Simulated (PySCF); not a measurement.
Frontier levels across methods

Compound: BH6PSSi.
Structure used (PBE0-D3(BJ)/def2-SVP), in Å, numbered top down from 1:
```
atom  x, y, z in Å
Si1   -1.7075    0.5816    0.3159
S2    -0.7007   -0.1660   -1.4503
B3     1.0081   -0.3365   -0.9443
P4     1.8065    0.1912    0.6945
H5    -0.9845    1.7730    0.8484
H6    -1.7798   -0.4723    1.3694
H7    -3.0800    0.9580   -0.1227
H8     1.7422   -0.7134   -1.8255
H9     0.8476   -0.2633    1.6453
H10    2.7204   -0.8904    0.8304
```

Basis pcSseg-2 throughout (PySCF), one geometry. One conformer (not necessarily the lowest) at the PBE0-D3(BJ)/def2-SVP geometry, without solvent, vibrations or thermal averaging.

Question: How do the orbital energies, the gap and the dipole change with the method?

Answer: 
```
   method                    kind  HOMO (eV)  LUMO (eV)  gap (eV)  μ (D)  SCF cycles
    B97-2           global hybrid      -7.19      -1.55      5.64   1.25          12
     PBE0           global hybrid      -7.42      -1.56      5.86   1.27          12
 mPW1PW91           global hybrid      -7.44      -1.56      5.88   1.26          12
BHandHLYP           global hybrid      -8.36      -0.53      7.83   1.24          11
CAM-B3LYP  range-separated hybrid      -8.65      -0.45      8.20   1.27          12
  wB97X-D  range-separated hybrid      -9.22       0.21      9.44   1.28          13
  LC-wPBE  range-separated hybrid      -9.99       0.58     10.57   1.32          13
```

The HOMO spans 2.81 eV, from B97-2 down to LC-wPBE, and the gap runs from 5.64 eV (B97-2) to 10.57 eV (LC-wPBE). Over the methods B97-2 (21 %), PBE0 (25 %), mPW1PW91 (25 %), BHandHLYP (50 %), a straight line through the gap against the share of exact exchange rises by 0.77 eV for each 10 % (correlation coefficient 0.999). The dipole ranges from 1.24 D (BHandHLYP) to 1.32 D (LC-wPBE). This basis has no diffuse functions.

The vertical ΔSCF ionisation energy at PBE0/def2-SVPD is 9.31 eV; −ε(HOMO) comes closest to it with wB97X-D (9.22 eV).
